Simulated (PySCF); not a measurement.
Delta-SCF ions had no search for a lower state. Excitations are Tamm–Dancoff values on a coarser integration grid. The basis has no diffuse functions, so Rydberg states are missing or too high.

Cartesian coordinates (Å):
SMILES: C=C([SiH3])C(=C)Cl
```xyz
13

C      0.6147    -0.7325    -1.4068
C      0.2893    -0.1710    -0.2456
Si     1.5770     0.7779     0.7376
C     -1.0872    -0.2834     0.2633
C     -2.1914    -0.0833    -0.4344
Cl    -1.1978    -0.6755     1.9643
H     -0.0956    -1.3276    -1.9697
H      1.6049    -0.6252    -1.8308
H      1.0168     2.0646     1.2010
H      2.0439     0.0085     1.9077
H      2.7182     1.0240    -0.1696
H     -3.1709    -0.1819     0.0089
H     -2.1218     0.2053    -1.4734
```
Charge 0, multiplicity 1.

**Question.** Estimate the HOMO–LUMO gap, S1–T1 gap (TDA) and vertical ionisation energy (Delta-SCF) that TPSSh-D3(BJ)/def2-TZVP // CAM-B3LYP-D3(BJ)/def2-TZVP (PySCF) returns for this input.

**Answer.** 
| Item | Result |
|---|---|
| HOMO–LUMO gap | 5.01 eV |
| S1–T1 gap (TDA) | 1.64 eV |
| vertical ionisation energy (Delta-SCF) | 8.98 eV |
